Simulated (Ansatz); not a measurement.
Molecular dynamics of AlFH₈N₂Si

Input:

```yaml
crystal:
  periodic: [false, false, false]
  atoms:
    - { symbol: Al, position_ang: [-0.024908, 0.313957, -0.16462] }
    - { symbol: F, position_ang: [-0.092426, -0.307119, 1.639457] }
    - { symbol: "N", position_ang: [1.511256, 0.097955, -1.017453] }
    - { symbol: H, position_ang: [1.706968, -0.649218, -1.673717] }
    - { symbol: H, position_ang: [2.322944, 0.694844, -0.91611] }
    - { symbol: "N", position_ang: [-1.584385, -0.164399, -0.857171] }
    - { symbol: H, position_ang: [-2.421631, -0.374614, -0.326993] }
    - { symbol: H, position_ang: [-1.807828, -0.090239, -1.842521] }
    - { symbol: Si, position_ang: [0.181473, 2.646021, 1.036548] }
    - { symbol: H, position_ang: [0.743276, 2.951797, 2.396844] }
    - { symbol: H, position_ang: [1.146758, 3.243713, 0.054869] }
    - { symbol: H, position_ang: [-1.114766, 3.385713, 0.923174] }
    - { symbol: H, position_ang: [0.025068, 0.766388, 1.687892] }
basis:
  gaussian: { orbitals: def2-SVP }
hamiltonian:
  xc: pbe0
  dispersion: d4
md:
  timestep: 0.5
  n_steps: 200
  ensemble: nve
  temperature: 300.0
  initial_velocities: maxwell_boltzmann
  seed: 7766
```

Launched with:

```bash
$ ansatz run input.yaml --threads 4 --pin off --max-ram 5120MiB --backend cpu --events-out ev --progress --plain --runs-dir out
```

It starts at the highest image of a converged band. Of that band: The profile has 2 maxima (images 4, 6) with wells between them (image 5): this band takes more than one step, which may be the mechanism or a detour left from its start path. Neighbouring images differ by up to 1.6 eV, so the band resolves the path poorly. A vibrational analysis at the climbing image gives 2 clearly imaginary modes (562i, 60i cm⁻¹): a point of higher order. A lower path may pass nearby, or the ends, which weren't checked, may share the extra mode.

Output, in part (step lines, the closing report, with atoms numbered from 0):

```
md step     0: t =     0.00 fs  T =   300.0 K  F+E_penalty+E_count = -20282.15120803 eV  E_kin = 0.426558 eV  conserved = -20281.72465003 eV  (26 SCF iters)
[... lines left out ...]
Total energy: -20282.98850434 eV, -745.3860792311 hartree
Atom 0 at    -0.020567    -0.510252    -0.128094 Å, force    -0.044379    -0.396922     0.739363 eV/Å
Atom 1 at    -0.016600    -1.282585     1.337254 Å, force    -0.047590    -0.371431     0.115586 eV/Å
Atom 2 at     1.396029     0.114438    -0.889884 Å, force     1.011842     1.285435    -1.737165 eV/Å
Atom 3 at     0.988085     0.981094    -1.284850 Å, force     0.328007    -0.187411     0.194758 eV/Å
Atom 4 at     2.158998    -0.053440    -1.554085 Å, force    -0.246497    -0.493247     0.837539 eV/Å
Atom 5 at    -1.508505     0.151252    -0.753836 Å, force    -1.263369     0.875270     0.318686 eV/Å
Atom 6 at    -2.322842     0.278379    -0.108899 Å, force     0.839887     0.058193    -1.174112 eV/Å
Atom 7 at    -1.410136     0.899859    -1.465980 Å, force    -0.591168    -0.712258     0.719788 eV/Å
Atom 8 at     0.164764     3.676624     1.111066 Å, force    -0.178904     0.846649    -0.445601 eV/Å
Atom 9 at    -0.694327     4.973401     0.960464 Å, force     0.338305    -0.920918     0.672474 eV/Å
Atom 10 at     1.561158     4.228245     0.884481 Å, force    -0.278584    -0.458677     0.098146 eV/Å
Atom 11 at    -0.320482     2.905177    -0.096586 Å, force     0.290360    -0.156228     0.381585 eV/Å
Atom 12 at     0.107299     2.832747     2.402168 Å, force    -0.157911     0.631545    -0.721047 eV/Å
Dipole moment:    -0.048231     0.252839    -0.430026 e Å
```

The steps, from the saved trajectory:

```csv
time (fs),T (K),potential energy less start (eV),conserved less start (meV/atom)
0,300,0.000,0.00
3,222,0.113,0.14
6,206,0.135,0.13
9,218,0.117,0.04
12,155,0.208,0.16
15,181,0.170,0.12
18,186,0.163,0.07
21,192,0.155,0.16
24,261,0.057,0.13
27,404,-0.148,0.04
30,422,-0.172,0.14
33,596,-0.422,-0.05
36,603,-0.430,0.08
39,678,-0.536,0.14
42,814,-0.731,0.02
45,914,-0.873,0.03
48,987,-0.974,0.15
51,1043,-1.055,0.08
54,1202,-1.282,0.03
57,1140,-1.193,0.12
60,1201,-1.282,-0.02
63,1167,-1.231,0.08
66,1049,-1.063,0.15
69,1157,-1.219,-0.01
72,1080,-1.108,0.11
75,1148,-1.206,0.05
78,1167,-1.233,0.00
81,1024,-1.028,0.17
84,1166,-1.231,0.04
87,1154,-1.215,-0.04
90,1026,-1.030,0.16
93,1101,-1.139,-0.02
96,905,-0.859,0.09
99,855,-0.787,0.15
```

The run went to its last step. The conserved energy stayed within 0.26 meV per atom of its start (net change 0.077 meV per atom), so the integration is sound. The kinetic energy rose, since the run started high on the potential surface and went downhill. It ends in pieces (AlFH4N2 + H4Si), so much of that is their flight and rotation, not heat. A run of 0.1 ps of so small a system gives no equilibrium averages. The orbitals stay closed-shell, which can raise the energy where a bond breaks towards radicals; this wasn't checked here.

Between its relaxed ends the band would form Al1–Si9, F2–H13 and break Si9–H13. These pairs go: Al1–Si9 2.63 → 4.37 Å, F2–H13 1.08 → 4.25 Å, Si9–H13 2.00 → 1.54 Å. In the last frame they stand as before the step (other bonds may differ from the relaxed reactants and products). It ends as AlFH4N2 + H4Si. Pairs count as bonded within 1.25 times the sum of covalent radii (0.12 Å more for H–H).

Last frame:

```xyz
13
Properties=species:S:1:pos:R:3
Al -0.021 -0.510 -0.128
F -0.017 -1.283 1.337
N 1.396 0.114 -0.890
H 0.988 0.981 -1.285
H 2.159 -0.053 -1.554
N -1.508 0.151 -0.754
H -2.323 0.278 -0.109
H -1.410 0.900 -1.466
Si 0.165 3.677 1.111
H -0.694 4.973 0.961
H 1.561 4.228 0.884
H -0.321 2.905 -0.097
H 0.107 2.833 2.402
```

The run took 6.6 min on 4 threads of Arm Neoverse V1, on a shared host, peak memory 0.28 GiB.
